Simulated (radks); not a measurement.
The numbers below are computed, except where a source is named.
All-electron atom: Ce XXXIV in [Ar] 3d7.

Level of theory: Dirac Kohn-Sham, PBE, spin-unpolarised, spherical densities, finite nucleus; open shells fill j = l - 1/2 first; Fermi nuclear charge, rms radius 4.8771 fm (a radial shooting solver on a logarithmic mesh with Libxc functionals).

Energy parts (hartree):
part                       energy
total                  -8168.5745
kinetic                 8805.6236
electron-nucleus      -18524.9349
Hartree                 1711.8401
exchange-correlation    -161.1033

Orbitals (lengths in bohr, moments of r in powers of bohr):
orbital  occ.  eigenvalue (hartree)  <1/r>
1s1/2       2             -1531.104  63.35
2s1/2       2             -287.8878  15.00
2p1/2       2             -275.0511  14.97
2p3/2       4             -258.5051  13.56
3s1/2       2             -96.97419  5.636
3p1/2       2             -91.71990  5.560
3p3/2       4             -88.13887  5.208
3d3/2       4             -79.39359  5.084
3d5/2       3             -78.58951  4.995
4s1/2       0             -47.37448  2.782
4p1/2       0             -45.19878  2.730
4p3/2       0             -44.00314  2.611

The highest occupied level is 3d5/2 at -2138.5 eV. The electron density at the nucleus is 3.818e+05 e/bohr^3.
